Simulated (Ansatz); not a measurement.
A run for Ansatz (a quantum-chemistry and plane-wave program): R-PBE0/def2-TZVPPD on C2H9N (a complex). Files ending in .json are basis or fitting sets from the Basis Set Exchange.

Ansatz 0.2 input:
```yaml
crystal:
  periodic: [false, false, false]
  atoms:
    - {symbol: C, position_ang: [-0.00543151, -0.04465795, -0.38546212]}
    - {symbol: H, position_ang: [0.10063666, 0.34509718, -1.39671866]}
    - {symbol: H, position_ang: [-0.25792949, -1.10336403, -0.43294956]}
    - {symbol: H, position_ang: [0.93168140, 0.08321853, 0.15411926]}
    - {symbol: H, position_ang: [-0.79695280, 0.49801530, 0.12965853]}
    - {symbol: C, position_ang: [-0.16183850, 0.74581251, 3.36498978]}
    - {symbol: N, position_ang: [0.07303548, -0.68857416, 3.20940084]}
    - {symbol: H, position_ang: [0.22557977, 1.07124101, 4.33177886]}
    - {symbol: H, position_ang: [-1.23650981, 0.93543199, 3.36761168]}
    - {symbol: H, position_ang: [0.28933845, 1.37897300, 2.58881868]}
    - {symbol: H, position_ang: [1.06508181, -0.89276420, 3.21696124]}
    - {symbol: H, position_ang: [-0.28608244, -1.01388700, 2.32028111]}
basis:
  gaussian:
    orbitals: def2-TZVPPD.json
hamiltonian:
  xc: {name: PBE0}
scf: {lower_state_search: off}
```

Program output:

```
WARN ansatz: RAYON_NUM_THREADS=1 ignored (pool sized by the plan → 1); use --threads N
Functional definition: PBE0
these checks for a lower state are left out or cut short: stability, starts, cluster_reference, orbital_swaps, neighbouring_geometries, increment
integrals: 0.13 GiB planned
1058 factors; their error is unknown
mean field: 1.40 GiB planned
mean field evaluation 1: about -3697.0939 eV, gradient 7.1e1 eV
mean field evaluation 2: about -3691.1455 eV, gradient 8.5e1 eV
mean field evaluation 4: about -3707.7334 eV, gradient 3.8e0 eV
mean field evaluation 8: about -3707.7597 eV, gradient 4.8e-2 eV
mean field evaluation 16: about -3707.7409 eV, gradient 1.1e-5 eV
mean field -3707.74091418 eV, -136.2569653989 hartree, gradient 2.1e-6 eV, S^2 0.000000; 0 other end points of the search recorded, 0 dependent functions left out
reference -3707.74094869 eV, -136.2569666672 hartree; 14, 14 occupied and 250, 250 virtual orbitals, 1058 factors
Total energy: -3707.74094869 eV, -136.2569666672 hartree
Checks for a lower state left out: stability, starts, cluster_reference, orbital_swaps, neighbouring_geometries, increment
```

The calculation finished and met its thresholds.

Cost: about 2.9 core-seconds (a rough figure).
